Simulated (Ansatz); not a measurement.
[DyCl6]3- (DyCl₆³⁻). Total charge -3; sextet. Geometry PBE-D4/def2-SVP.

```xyz
7

Dy    0.000    0.000    0.000
Cl   -1.157    1.637    1.847
Cl    1.156   -1.637   -1.848
Cl    2.376    1.296    0.318
Cl   -2.376   -1.297   -0.317
Cl   -0.706    1.747   -1.969
Cl    0.707   -1.747    1.970
```

In the def2 sets Dy takes a core potential; there is no spin–orbit coupling. With an open 4f shell the SCF may have ended on a state above the lowest. A multiply charged anion in the gas phase is held together partly by the finite basis. At PBE-D4/def2-SVP, PBE-D4/def2-TZVP, r2SCAN-D4/def2-TZVP, PBE0-D4/def2-SVP and others the highest occupied level of the charge -3 sextet lies above zero (up to 6.14 eV). It is a level of β spin, whose loss leaves a septet; that state wasn't run at this geometry and level. The electron is either unbound and held by the finite basis, or the level is raised by self-interaction error. No other spin state of charge -3 was run.

(1) Estimate the α-spin orbital energies around the gap (eV) in Ansatz with PBE-D4/def2-SVP, PBE-D4/def2-TZVP, r2SCAN-D4/def2-TZVP, PBE0-D4/def2-SVP, PBE0-D4/def2-TZVP.

## Answers

(1) 
```
orbital  PBE-D4/def2-SVP  PBE-D4/def2-TZVP  r2SCAN-D4/def2-TZVP  PBE0-D4/def2-SVP  PBE0-D4/def2-TZVP
 HOMO−9             4.79              3.86                 3.44              3.23               2.38
 HOMO−8             5.31              4.48                 4.08              3.84               3.05
 HOMO−7             5.31              4.48                 4.08              3.84               3.05
 HOMO−6             5.32              4.49                 4.09              3.84               3.07
 HOMO−5             5.40              4.49                 4.09              3.89               3.08
 HOMO−4             5.40              4.49                 4.09              3.89               3.08
 HOMO−3             5.41              4.50                 4.10              3.90               3.08
 HOMO−2             5.63              4.75                 4.36              4.16               3.36
 HOMO−1             5.64              4.76                 4.36              4.16               3.36
   HOMO             5.64              4.76                 4.36              4.16               3.36
   LUMO             9.91              9.56                10.20             10.50              10.15
 LUMO+1            11.56             10.57                10.39             12.03              11.11
 LUMO+2            11.56             10.57                10.39             12.03              11.11
 LUMO+3            11.61             10.62                10.45             12.09              11.17
 LUMO+4            11.80             11.06                11.69             12.39              11.65
 LUMO+5            11.80             11.06                11.69             12.39              11.65
 β HOMO             6.14              5.19                 4.63              4.15               3.36
 β LUMO             7.00              6.06                 6.74             10.13               9.23
```
